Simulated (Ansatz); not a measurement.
C₂H₃Cl₂NSi (`C[Si](Cl)(Cl)C#N`) from Hartree–Fock to CCSD(T)

| atom | x (Å) | y (Å) | z (Å) |
| --- | --- | --- | --- |
| C1 | 1.0404 | -0.5300 | 0.5295 |
| Si2 | -0.6646 | -0.0740 | 0.0162 |
| Cl3 | -1.6040 | -1.6097 | -0.9265 |
| Cl4 | -1.7837 | 0.5535 | 1.5920 |
| C5 | -0.6131 | 1.3272 | -1.1837 |
| N6 | -0.5377 | 2.2014 | -1.9293 |
| H7 | 1.6247 | -0.8331 | -0.3420 |
| H8 | 1.0092 | -1.3589 | 1.2394 |
| H9 | 1.5287 | 0.3237 | 1.0044 |

The species carries charge 0 and has multiplicity 1. The geometry is a stationary point of PBE0-D4/def2-TZVP. Frozen core, restricted reference, Ansatz. CBS rows extrapolate triple and quadruple zeta; past MP2 they add the triple-zeta difference.

```tsv
basis	HF (Eh)	MP2 corr.
def2-SVP	-1339.50560	-0.77294
def2-TZVPP	-1340.08312	-0.99874
def2-QZVPP	-1340.12282	-1.08080
cc-pV(D+d)Z	-1340.01713	-0.78307
cc-pV(T+d)Z	-1340.10125	-0.99901
cc-pV(Q+d)Z	-1340.12046	-1.08054
```

**Question.** Estimate the CCSD correlation energy and the (T) correction in each basis where they were run (hartree).

**Answer.** 
```csv
basis,CCSD corr.,(T)
def2-SVP,-0.81894,-0.02640
def2-TZVPP,-1.04485,-0.04943
CBS(def2),-1.18770,as TZ
cc-pV(D+d)Z,-0.83175,-0.02769
cc-pV(T+d)Z,-1.04496,-0.04948
CBS(cc),-1.18452,as TZ
```
